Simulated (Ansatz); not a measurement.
[(E)-but-2-enyl]silane (C4H10Si), SMILES C(=C\C[SiH3])/C.

The structure is a stationary point at r2SCAN-D4/def2-SVP. Other conformers were not sampled.

Two levels are set side by side: PBE/def2-SVPD (Ansatz, an electronic-structure program) and CAM-B3LYP/def2-SVPD (Ansatz). Energy differences of separate SCF runs at the same geometry; the states with an electron removed or added have multiplicity 2 and 2. Differences are taken from unrounded values.

```tsv
quantity	CAM-B3LYP	PBE	PBE minus CAM-B3LYP
vertical ionisation energy (eV)	8.82	8.61	-0.21
vertical singlet–triplet gap (eV)	4.12	4.11	-0.01
```
